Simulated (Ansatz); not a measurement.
Coupled-cluster diagnostics for K4⁺, Ansatz.

Geometry of the doublet (B3LYP/def2-TZVP):

```
atom    x (Å)    y (Å)    z (Å)
  K1  -0.4704   4.1181  -0.2081
  K2   0.9082   0.1494   1.8483
  K3  -0.8036  -0.1578  -1.9011
  K4   0.3658  -4.1097   0.2609
```

Correlated methods freeze 20 core orbitals; core or outer-core shells of K are correlated, in sets that lack core-valence functions. The structure comes from a short search, and lower isomers may exist.

Geometry of the charge 1 quartet (B3LYP/def2-TZVP):

```tsv
atom	x (Å)	y (Å)	z (Å)
K1	0.396	1.151	-3.273
K2	-1.986	2.750	0.725
K3	1.990	-2.746	-0.724
K4	-0.400	-1.155	3.273
```

Question: Estimate the CCSD(T) correlation energy, the shares of MP2 and (T), T1 and the reference's ⟨S²⟩ for: charge 1, doublet, own geometry in def2-TZVPP; charge 1, quartet, own geometry in def2-TZVPP; and the rough time on 4 threads of Arm Neoverse V2 on a shared host.

Answer: 
| state | basis | correlation (eV) | MP2 share (%) | (T) share (%) | T1 | ⟨S²⟩ (pure) | wall time | remarks |
| --- | --- | --- | --- | --- | --- | --- | --- | --- |
| charge 1, doublet, own geometry | def2-TZVPP | -19.423 | 91.0 | 1.6 | 0.030 | 1.02 (0.75) | 55 s | spin-contaminated (⟨S²⟩ 1.02) |
| charge 1, quartet, own geometry | def2-TZVPP | -18.836 | 91.7 | 1.3 | 0.010 | 3.75 (3.75) | 45 s | – |
Customary marks for T1 are 0.02 (closed shells), 0.045 (open shells) and about 0.05 (3d metals). T1 exceeds 0.02 in 1 of 2 rows and 0.045 in 0; the higher it lies, the less the single-reference result can be trusted.
